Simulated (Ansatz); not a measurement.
Mulliken charges of CH2ClNSe, SMILES `N=C(Cl)[SeH]` from r2SCAN/def2-TZVPP in Ansatz (PBE0-D4/def2-TZVP geometry).

```tsv
atom	x (Å)	y (Å)	z (Å)	charge (e)
N1	1.358	-0.273	-0.656	-0.240
C2	0.167	-0.225	-0.287	0.080
Cl3	-1.009	-1.222	-1.082	-0.067
Se4	-0.525	0.876	1.122	-0.010
H5	1.966	0.348	-0.128	0.166
H6	-1.914	0.431	0.986	0.071
```

Problem. By hand: the dipole of these point charges (1 e Å = 4.8032 D).

Solution. Σ q r = (-0.049, 0.209, 0.245) e Å, of length 0.326 e Å = 1.57 D.

Problem. How does the dipole of the full density compare? (Best estimate.)

Solution. The calculation gave: (-0.143, 0.246, 0.310) e Å, 2.02 D; the point charges give 0.78 times that, at 11° from its direction.

Point charges leave out the atoms' own dipoles, such as those of lone pairs, and Mulliken's split depends on the basis, so the two needn't agree.
